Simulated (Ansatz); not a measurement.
The multiplicity is imposed and other spin states were not computed.

Cartesian coordinates (Å):
```xyz
9

Ag    -0.0313     0.0407     0.0520
C      0.9301    -1.6942    -1.0590
C      0.8636    -0.6406    -1.9237
H      1.8313    -1.8898    -0.4672
H      0.1473    -2.4605    -1.0332
H      0.0253    -0.5270    -2.6201
H      1.7094     0.0437    -2.0541
C     -0.8950     1.1651     1.4883
N     -1.3957     1.8167     2.3208
```
Charge 0, spin multiplicity 1.

Level of theory: frozen-core CCSD(T)/def2-TZVPP // r2SCAN-D4/def2-SVP (Ansatz, an electronic-structure program).

```yaml
HF energy: -316.53400 Ha
MP2 correlation energy: -1.37979 Ha
```

Question: Estimate the CCSD correlation energy, the (T) correction, the total energy and the T1 diagnostic.

Answer: 
| Item | Value |
|---|---|
| CCSD correlation energy | -1.35416 Ha |
| (T) correction | -0.05897 Ha |
| CCSD(T) total energy | -317.94712 Ha |
| T1 diagnostic | 0.015 |
